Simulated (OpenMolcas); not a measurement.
Levels of Pd IV by method

| Quantity | Value |
| --- | --- |
| Program | OpenMolcas 26.06 |
| Basis | ANO-RCC-VTZP [7s6p4d2f1g] |
| Scalar Hamiltonian | DKH2, point nucleus |
| Active space | 7 electrons in 5 orbitals (4d) |
| State averaging | 2S+1 = 4 even, 10 roots; 2S+1 = 2 even, 40 roots kept (CI in the orbitals of an earlier block) |
| Spin-orbit coupling | state interaction with AMFI integrals over the reference wave functions, term energies averaged over their components |

Methods on the same reference wave functions:
A. CASSCF
B. SS-CASPT2, IPEA 0.25 Eh, imaginary shift 0.1 Eh (closed shells correlated: 4s 4p)
C. MS-CASPT2, IPEA 0.25 Eh, imaginary shift 0.1 Eh (closed shells correlated: 4s 4p)

Energies in cm-1 above 4d7 4F 9/2.

```csv
Level,A,B,C
4d7 4F 9/2,0.0,0.0,0.0
4d7 4F 7/2,2749,2780,2780
4d7 4F 5/2,4504,4490,4490
4d7 4F 3/2,5617,5560,5550
4d7 4P 3/2 [71 %],16670,13610,13280
4d7 4P 5/2,16750,13570,13580
4d7 2G 9/2,17405,15510,15560
4d7 4P 1/2,18590,15470,15330
4d7 2G 7/2,20147,18260,18260
4d7 2H 11/2,23127,20610,20990
4d7 2D 5/2(1),25374,22010,22020
4d7 2P 1/2,25715,22950,21710
4d7 2H 9/2,25890,23450,23780
4d7 2D 3/2(1) [65 %],30000,26820,26420
4d7 2F 5/2,38190,31850,31850
4d7 2F 7/2,39535,33270,33260
4d7 2D 3/2(2),59566,50620,50660
4d7 2D 5/2(2),60896,51980,51960
```

Between B and C the level of the table that moves most is 4d7 2P 1/2, by 1200 cm-1 (lowest in C, highest in B). Moves below CASPT2's spread within the term are not significant.

From A to B the spin-free energies of the other terms of 4d7 shown, above 4F, scale by factors of 0.79 to 0.88, as is usual when dynamic correlation screens the repulsion within a d or f shell.

The lowest spin-free term lies below A's lowest term by 0.456 hartree in B, 0.456 hartree in C.

CASPT2 breaks the degeneracy within a term, and the mean is taken; among the terms shown or strongly mixed into the levels shown the widest spread is 800 cm-1 (4d7 4F, C). Terms from blocks run as CI alone lack orbitals of their own. Without dynamic correlation excited terms often stand tens of per cent too high (terms of higher spin than the ground term too low), and those without a measured partner can miss by more than the paired ones (holds for A). The CASPT2 spread within a term exceeds the gap to the next term for 4d7 2P and 4d7 2H, so the order of their levels is uncertain (holds for B). Levels of configurations outside the active space are missing. The table leaves out levels that lie high or whose names do not pair safely across all columns.

A share in square brackets marks a mixed level and gives the weight of the term that names it, the lowest over the columns. A number in round brackets counts repeated terms of one configuration in the order of the reference energies.
